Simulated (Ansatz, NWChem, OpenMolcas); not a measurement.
# How basis sets differ on BBrCl2 (bromodichloroborane)

BBrCl2 has 4 atoms, charge 0, and is taken as a singlet. As SMILES, `ClB(Cl)Br`. The coordinates come from a PBE0-D4/def2-TZVP relaxation.

Quantity: the HOMO–LUMO gap, in eV. The values are calculated.

```json
{"level": "HF/ANO-RCC-MB (DKH2)", "kind": "Hartree–Fock", "program": "OpenMolcas", "value (eV)": "13.38"}
{"level": "HF/STO-3G", "kind": "Hartree–Fock", "program": "Ansatz", "value (eV)": "14.44"}
{"level": "HF/3-21G", "kind": "Hartree–Fock", "program": "Ansatz", "value (eV)": "13.40"}
{"level": "HF/cc-pVDZ", "kind": "Hartree–Fock", "program": "OpenMolcas", "value (eV)": "13.75"}
{"level": "HF/def2-SVP", "kind": "Hartree–Fock", "program": "NWChem", "value (eV)": "13.82"}
{"level": "HF/6-311G** (Cartesian d past Ne)", "kind": "Hartree–Fock", "program": "Ansatz", "value (eV)": "13.57"}
```

All-electron rows without a relativistic Hamiltonian named are non-relativistic. The values span 13.38 to 14.44 eV. A Hartree–Fock LUMO above zero doesn't converge with the basis: it sinks as sets grow more diffuse. Orbital gaps aren't excitation energies.
